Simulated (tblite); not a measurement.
C6H4N2O.
SMILES with atom numbers: `[CH:1]#[C:2][C:3](=[O:4])/[N:5]=[C:6](/[CH3:7])[C:8]#[N:9]` (hydrogens: H10 on C1; H11, H12, H13 on C7)

Structure used (GFN2-xTB), in Å, numbered top down from 1:
```xyz
13
C6H4N2O angstrom
C      3.2593    0.3631    0.3457
C      2.3248   -0.0542   -0.2802
C      1.2092   -0.6073   -1.0189
O      1.3018   -1.4799   -1.8456
N      0.0706    0.1031   -0.7615
C     -0.9377   -0.0689   -0.0287
C     -2.0667    0.9026   -0.0066
C     -1.0580   -1.1964    0.8511
N     -1.1303   -2.0937    1.5581
H      4.0825    0.7285    0.8868
H     -2.2293    1.2618    1.0091
H     -1.8504    1.7373   -0.6672
H     -2.9803    0.4046   -0.3314
```

Calculated harmonic vibrations of the isolated species, GFN2-xTB (tblite), most abundant isotopes, no scaling. Against measured fundamentals such values can be off by several per cent, at times by over 20. One conformer, not necessarily the lowest.

Harmonic wavenumbers (cm⁻¹): 39.5, 72.5, 78.2, 114.8, 170.2, 181.0, 233.2, 254.0, 362.4, 488.9, 525.3, 578.8, 611.0, 630.1, 663.6, 716.5, 765.2, 868.9, 989.6, 1008.0, 1168.6, 1203.8, 1376.6, 1439.5, 1442.0, 1721.0, 1758.0, 2243.1, 2373.2, 3011.4, 3024.5, 3066.0, 3376.3.

A = 2446, B = 1081, C = 1029 MHz; mass 120.032 u (most abundant isotopes); point group C1, symmetry number 1.

Zero-point energy?

Half the sum of the wavenumbers: 18278 cm⁻¹ = 52.26 kcal/mol.

Entropy at 350 K, 1 bar (ideal gas, RRHO, classical rotation)?

Translation 41.08, rotation 29.64, vibration 34.42: S = 105.1 cal/(mol K).

And Cp and H(350 K) − H(0)?

Cp = 37.84 cal/(mol K), of which vibrations give 29.90 (their classical limit is 33 R = 65.6); H(350 K) − H(0) = 8.70 kcal/mol without the zero-point energy, 5.92 from vibrations.

How do the functions run with temperature in this model?

| T (K) | S (cal/(mol K)) | Cp (cal/(mol K)) | H − H(0) (kcal/mol) | G − H(0) (kcal/mol) | ln q(vib) |
| --- | --- | --- | --- | --- | --- |
| 50 | 59.2 | 14.2 | 0.53 | -2.43 | 0.68 |
| 100 | 70.8 | 19.6 | 1.38 | -5.70 | 2.11 |
| 298.15 | 99.3 | 34.7 | 6.82 | -22.79 | 7.52 |
| 373.15 | 107.6 | 39.2 | 9.60 | -30.56 | 9.37 |
| 500 | 120.0 | 45.3 | 14.97 | -45.01 | 12.29 |
| 750 | 140.0 | 53.6 | 27.41 | -77.61 | 17.43 |
| 1000 | 156.2 | 59.1 | 41.53 | -114.70 | 21.93 |

q(vib) and H(0) count from the zero-point level.

Blend soft modes into free rotors: weight 1/[1 + (100 cm⁻¹/ν̃)⁴] for the oscillator and the rest for a rotor with moment μB/(μ + B), μ = h/(8π²ν), B = 10⁻⁴⁴ kg m². What vibrational entropy results?

30.98 cal/(mol K) in place of 34.42, which changes −T·S at 350 K by +1.21 kcal/mol.

What must be added to the electronic energy to get the Gibbs energy at 350 K and 1 bar?

ZPE + [H(350 K) − H(0)] − T·S = 52.26 + 8.70 − 36.80 = 24.16 kcal/mol.

Hindered rotation and anharmonicity are outside this model. Other conformers, if any are populated, would add a mixing term that is left out. The structure is chiral; the term R ln 2 for an equal mix with its mirror image is left out.
